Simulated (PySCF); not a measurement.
A calculated (TPSS, PySCF 2.14, def2-TZVP, the non-relativistic Hamiltonian (point nucleus)) atom or ion has these occupied shells.

| shell | electrons | orbital energy (eV) | rms radius, mean of both spins (bohr) |
| --- | --- | --- | --- |
| 1s α | 1 | -1273.1 | 0.152 |
| 1s β | 1 | -1273.0 | 0.152 |
| 2s α | 1 | -89.945 | 0.762 |
| 2s β | 1 | -89.796 | 0.762 |
| 2p α | 3 | -56.212 | 0.777 |
| 2p β | 3 | -56.066 | 0.777 |
| 3s α | 1 | -11.862 | 3.01 |

Problem. Name the element and its charge.

Solution. Mg⁺ (magnesium, charge +1), in [Ne] 3s1, 2S determinant.
